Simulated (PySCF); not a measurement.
An element was calculated at UHF (PySCF 2.14, spin-free X2C, a triple-zeta basis, no spin-orbit coupling), in the ground configurations that NIST lists.

| Property | Result |
| --- | --- |
| first ionisation energy | 4.455 eV |
| second ionisation energy | 12.621 eV |
| third ionisation energy | 19.937 eV |

**Question.** Which element is it?

**Answer.** Lutetium (Lu, Z = 71), in ANO-RCC-VTZP. NIST lists 5.426, 14.13 ± 0.05, 20.959 eV for these ionisation energies.
